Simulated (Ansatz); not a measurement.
Reaction (formal hydrolysis of a Ge–Si bond): `[SiH3][Ge]([Cl])([Cl])[Cl]` + H₂O → `[OH][Ge]([Cl])([Cl])[Cl]` + SiH₄

Calculated with Ansatz (gas phase, PBE0-D4/def2-TZVP geometries, no zero-point term in ΔE). CBS: MP2 limit from def2 TZ/QZ plus the TZ coupled-cluster correction, frozen cores. This one scheme is used for every species. DFT in def2-TZVPP. For Ge outer-core shells are correlated without core-valence functions, which leaves a few kJ/mol of doubt a bond. Scalar relativity is left out up to krypton. Each species was taken in one conformer, which may not be the lowest.

```csv
level,ΔE (kJ/mol)
revPBE-D4,4.8
BLYP,-6.0
LC-ωPBE,-9.9
MP2/CBS(def2),-3.1
```

Problem. What does CCSD(T)/CBS give? (Best estimate.)

Solution. Computed: -2.5 kJ/mol. The listed levels differ from it by 7.3, -3.5, -7.4, -0.6 kJ/mol.

Largest T1 diagnostic among the species: 0.011.

From PBE to PBE0 (25 % exact exchange), in def2-TZVPP and without D4, ΔE moves by −3.3 kJ/mol. Leaving LDA and LC-ωPBE aside and taking each functional with its dispersion term where it has one, the values, not all of them listed here, spread over 21.6 kJ/mol, from B97M-V to PBE-D4. At CCSD(T), def2-SVP lies −28.0 kJ/mol from the extrapolated value and def2-TZVPP −10.6 kJ/mol.
